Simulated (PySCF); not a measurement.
These 2 structures share the formula H9OPSi3. Method: PySCF 2.14.0, PBE0-D3(BJ)/def2-SVP geometry optimisation, gas phase. One conformer each; no zero-point energy, no entropy. No frequencies were run at this level. Point groups hold within 0.08 Å.

Question: Rank from lowest to highest electronic energy at this level (kcal/mol).
A. `[SiH3:1][O:2][SiH2:3][SiH2:4][PH2:5]` with Si1–O2–Si3–Si4 -176°, O2–Si3–Si4–P5 -176°, Si3–Si4–P5–H -74° and -168°
B. `[SiH3:1][SiH2:2][O:3][SiH2:4][PH2:5]` with Si1–Si2–O3–Si4 71°, Si2–O3–Si4–P5 9°, O3–Si4–P5–H 83° and 177°

Answer: B (0.0), A (0.4).

Neighbours under 2.5 kcal/mol apart ([SiH3][SiH2]O[SiH2]P and [SiH3]O[SiH2][SiH2]P) can change places with a better method, another conformer or zero-point energy.

| SMILES | E (Eh) | E rel (kcal/mol) | dipole (D) | point group | A, B, C (MHz) |
| --- | --- | --- | --- | --- | --- |
| [SiH3][SiH2]O[SiH2]P | -1289.51799 | 0.0 | 0.82 | C1 | 2588, 990.6, 846.9 |
| [SiH3]O[SiH2][SiH2]P | -1289.51734 | 0.4 | 0.77 | – | 8012, 573.6, 547.8 |

Question: How do the relative energies change in single points at PBE0/pcSseg-1 (no added dispersion term) on the same geometries?

Answer: 
```tsv
SMILES	PBE0-D3(BJ)/def2-SVP (kcal/mol)	PBE0/pcSseg-1 (kcal/mol)	shift
[SiH3][SiH2]O[SiH2]P	0.0	0.6	+0.6
[SiH3]O[SiH2][SiH2]P	0.4	0.0	-0.4
```

Each column counts from its own lowest isomer. [SiH3]O[SiH2][SiH2]P becomes the lowest; the largest shift is 0.6 kcal/mol.

Question: As an exercise, what shares would exp(−E/RT) give at 298.15 K from these electronic energies alone (no entropy, no degeneracies)?

Answer: RT = 0.592 kcal/mol: [SiH3][SiH2]O[SiH2]P 66.7 %, [SiH3]O[SiH2][SiH2]P 33.3 %.
